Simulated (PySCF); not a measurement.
C₇H₁₁O (doublet state).
Z-matrix (Å and degrees, GFN2-xTB geometry), rows numbered from 1:
```
C 
C   1  1.4123
O   2  1.2289  1  123.37
C   2  1.5329  1  115.42  3   179.39
C   4  1.5216  2  110.78  1  -155.21
C   4  1.5418  2  106.05  1    83.52
C   6  1.4955  4  111.11  2  -171.46
C   7  1.3194  6  124.12  4  -117.58
H   1  1.0749  2  121.64  3  -177.83
H   1  1.0765  2  119.25  3    -9.18
H   4  1.0942  2  109.57  1   -33.74
H   5  1.0874  4  110.40  2  -173.76
H   5  1.0876  4  110.24  2    65.80
H   5  1.0872  4  109.79  2   -53.23
H   6  1.0912  4  108.91  2    66.82
H   6  1.0945  4  109.07  2   -51.19
H   7  1.0827  6  115.41  4    62.06
H   8  1.0777  7  121.55  6    -0.05
H   8  1.0769  7  122.13  6  -179.51
```

The hyperfine couplings belong to this conformer and change with its torsions.

The species is `C(C[C@@H](C)C([CH2])=O)=C` [radical].

Theory: UKS B3LYP, pcH-1 on C H O, non-relativistic, mean-field spin-orbit, GIAO (PySCF 2.14.0). Isolated species at its GFN2-xTB geometry (one conformer only). Couplings are sensitive to structure, and on GFN2-xTB geometries they can be far from those on DFT ones. The SCF solution wasn't tested for stability.

Problem. Where do the isotropic ENDOR lines of H10, H9, H16, H11, H15, H19 and H12/H13/H14 fall at 346.1 mT, to first order?

Solution. ν± = |νn ± a/2|, one line for each electron-spin manifold; νn = |g_N| × 7.62259 MHz/T × B.

```json
{"nuclei": "H10", "isotope": "1H", "g_N": "5.5857", "νn (MHz)": "14.74", "a_iso (MHz)": "-52.79", "lower line (MHz)": "11.66", "upper line (MHz)": "41.13"}
{"nuclei": "H9", "isotope": "1H", "g_N": "5.5857", "νn (MHz)": "14.74", "a_iso (MHz)": "-51.93", "lower line (MHz)": "11.23", "upper line (MHz)": "40.70"}
{"nuclei": "H16", "isotope": "1H", "g_N": "5.5857", "νn (MHz)": "14.74", "a_iso (MHz)": "4.97", "lower line (MHz)": "12.25", "upper line (MHz)": "17.22"}
{"nuclei": "H11", "isotope": "1H", "g_N": "5.5857", "νn (MHz)": "14.74", "a_iso (MHz)": "2.35", "lower line (MHz)": "13.56", "upper line (MHz)": "15.91"}
{"nuclei": "H15", "isotope": "1H", "g_N": "5.5857", "νn (MHz)": "14.74", "a_iso (MHz)": "1.55", "lower line (MHz)": "13.96", "upper line (MHz)": "15.51"}
{"nuclei": "H19", "isotope": "1H", "g_N": "5.5857", "νn (MHz)": "14.74", "a_iso (MHz)": "0.78", "lower line (MHz)": "14.35", "upper line (MHz)": "15.12"}
{"nuclei": "H12/H13/H14", "isotope": "1H", "g_N": "5.5857", "νn (MHz)": "14.74", "a_iso (MHz)": "0.55", "lower line (MHz)": "14.46", "upper line (MHz)": "15.01"}
```

Problem. Which pairs are centred on the nuclear Larmor frequency, and which on half the coupling?

Solution. Centred on νn, since |a| < 2νn: H16, H11, H15, H19 and H12/H13/H14. Centred on |a|/2 and split by 2νn: H10 and H9.

Nuclei that the bonding pattern makes equivalent are averaged, as if the motion that swaps them (rotation, inversion, ring flip) were fast. H9 and H10 aren't averaged: C1 is flat or nearly so (angle sum 359°), and its turn about the short C1–C2 bond (1.41 Å) is taken as slow.

On one thread of an Arm Neoverse V2 (shared host), this took 1.9 min wall (with the writing of density and orbital grids) and 1.1 GiB of memory at its peak.
